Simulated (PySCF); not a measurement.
Estimate the missing entries of this data sheet.

Species: C5H14SSi.
Z-matrix (Å and degrees, PBE0-D3(BJ)/def2-SVP geometry), rows numbered from 1:
```
C 
C   1  1.5185
C   2  1.5260  1  114.52
C   3  1.5184  2  112.69  1  -171.79
S   3  1.8538  2  108.90  1    65.72
Si  5  2.1416  3   99.99  2  -144.20
C   6  1.8726  5  107.80  3  -179.15
H   1  1.1001  2  111.21  3  -179.67
H   1  1.1021  2  111.09  3    60.34
H   1  1.1002  2  110.84  3   -59.22
H   2  1.1045  1  110.36  3   122.92
H   2  1.1046  1  109.81  3  -120.66
H   3  1.1043  2  108.21  1   -50.34
H   4  1.1008  3  110.59  2   -60.61
H   4  1.1026  3  110.39  2    59.03
H   4  1.0996  3  111.44  2   179.38
H   6  1.4984  5  110.49  3   -58.16
H   6  1.4980  5  109.71  3    59.71
H   7  1.1012  6  110.24  5   178.94
H   7  1.1004  6  110.63  5    59.19
H   7  1.1002  6  110.82  5   -61.10
```

```json
{"property": "point group", "level": "PBE0-D3(BJ)/def2-SVP", "value": "?"}
{"property": "rotational constants A, B, C", "level": "PBE0-D3(BJ)/def2-SVP", "value": "2.884, 0.916, 0.796 GHz"}
{"property": "dipole moment", "level": "B3LYP/def2-SVPD", "value": "?"}
{"property": "HOMO energy", "level": "B3LYP/def2-SVPD", "value": "-6.47 eV"}
{"property": "LUMO energy", "level": "B3LYP/def2-SVPD", "value": "-0.12 eV"}
{"property": "lowest singlet excitation", "level": "TDDFT B3LYP/def2-SVPD", "value": "?"}
{"property": "strongest line among the 10 lowest singlet transitions", "level": "TDDFT B3LYP/def2-SVPD", "value": "S10 at 7.47 eV (166 nm, f = 0.048)"}
{"property": "lowest triplet excitation (Tamm–Dancoff)", "level": "TDA B3LYP/def2-SVPD", "value": "4.96 eV"}
{"property": "static isotropic polarisability", "level": "B3LYP/def2-SVPD", "value": "?"}
{"property": "vertical ionisation energy", "level": "ΔSCF B3LYP/def2-SVPD", "value": "?"}
{"property": "electronic spatial extent ⟨r²⟩ about the centre of nuclear charge", "level": "B3LYP/def2-SVPD", "value": "?"}
{"property": "13C chemical shifts (computed TMS as zero) by class", "level": "GIAO PBE0/pcSseg-1", "value": "47.9 (C3), 35.5 (C2), 27.6 (C4), 14.7 (C1), -5.8 (C7) ppm"}
{"property": "1H chemical shifts (computed TMS as zero) by class", "level": "GIAO PBE0/pcSseg-1", "value": "?"}
{"property": "isotropic shieldings of nuclei other than C and H, by class", "level": "GIAO PBE0/pcSseg-1", "value": "371 (Si6), 634 (S5) ppm"}
```

The electronic properties come from PySCF, for the isolated species, density fitting. NMR classes are plain means over equivalent atoms (diastereotopic ones count apart unless rotation or inversion swaps them), as if these changed places fast; in this geometry the members of some classes differ.

What is the vertical ionisation energy?

8.60 eV.

The electronic spatial extent ⟨r²⟩ about the centre of nuclear charge?

1606 bohr².

The point group?

C1.

What are the 1H chemical shifts (computed TMS as zero) by class?

4.84 (H17), 4.77 (H18), 2.13 (H13), 1.50 (H12), 1.39 (H14/H15/H16), 1.18 (H8/H9/H10), 1.18 (H11), 0.43 (H19/H20/H21) ppm.

Give the static isotropic polarisability.

113.5 au.

The lowest singlet excitation?

5.25 eV (236 nm, f = 0.002).

What is the dipole moment?

0.91 D.

A dipole of 0.91 D is allowed in C1, and pure rotational transitions are dipole-allowed. The dipole equals about 3.0 × 10⁻³⁰ C·m (1 D = 3.33564 × 10⁻³⁰ C·m). The ΔSCF ionisation energy exceeds −ε(HOMO) by 2.13 eV with B3LYP. In wavenumbers S1 is 42400 cm⁻¹ (1 eV = 8065.54 cm⁻¹).

For the geometry optimisation (PBE0-D3(BJ)/def2-SVP), on Intel Xeon at 2.50 GHz, one thread, no GPU (shared host), this took 4.3 min wall and 0.75 GiB of memory at its peak.

One conformer stands for the species.
